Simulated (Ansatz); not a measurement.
What each rung costs, and what it gives

The pair of N2 (SMILES N#N, atoms 1–2) and SiH4O (SMILES [SiH3]O, atoms 3–8), both closed shells, in one local arrangement (a lower one may exist), relaxed at PBE0-D4/def2-TZVP:

N1  (-0.390, -0.088, -2.624)
N2  (-0.504, -0.057, -3.706)
Si3  (0.043, -0.072, 0.683)
O4  (0.212, -0.146, 2.321)
H5  (1.366, -0.071, 0.000)
H6  (-0.723, -1.281, 0.305)
H7  (-0.693, 1.153, 0.267)
H8  (0.689, 0.562, 2.754)
(Å)

Interaction energies are counterpoise-corrected; the time is that of the whole pair.

Computed with Ansatz 0.2.0 (basis: as named in each row); correlated methods freeze the cores. B3LYP uses VWN-RPA correlation. Extrapolation: Hartree–Fock as exp(−7.88 √X), correlation as X^−2.97.

Times are rough, for one single point on 4 threads of a shared host (Intel Xeon Platinum 8259CL).

The estimate by CCSD(T) at an estimated basis limit (MP2 extrapolated from triple and quadruple zeta, plus CCSD(T) − MP2 in triple zeta) is -0.95 kcal/mol.

```tsv
method	basis	time (s)	interaction energy (kcal/mol)	method less estimate
HF	STO-3G	under 1	0.33	1.28
PBE-D4	STO-3G	under 1	-0.36	0.59
SPW92	def2-SVP	under 1	-1.85	-0.90
B3LYP-D4	6-31G	under 1	-0.90	0.05
PBE-D4	def2-SVP	under 1	-1.01	-0.06
PBE0-D4	def2-SVP	under 1	-0.96	-0.01
CCSD(T)	def2-SVP	1	-0.40	0.55
PBE-D4	def2-TZVPPD	1	-0.99	-0.04
revPBE-D4	def2-TZVPPD	1	-0.35	0.60
BLYP-D4	def2-TZVPPD	2	-0.45	0.50
PBE0-D4	def2-TZVPPD	2	-0.88	0.07
HSE06-D4	def2-TZVPPD	2	-0.89	0.06
B3LYP-D4	def2-TZVPPD	2	-0.66	0.29
wB97M-V	def2-SVP	2	-1.08	-0.13
r2SCAN-D4	def2-TZVPPD	2	-0.73	0.22
B2PLYP	def2-TZVPPD	4	-0.35	0.61
B97M-V	def2-TZVPPD	4	-1.03	-0.08
wB97X-V	def2-TZVPPD	4	-0.98	-0.02
wB97M-V	def2-TZVPPD	5	-0.97	-0.01
MP2	def2-QZVPPD	10	-0.99	-0.04
CCSD(T)	def2-TZVPPD	40	-0.83	0.12
```

No T1 diagnostic of these runs exceeds 0.014.
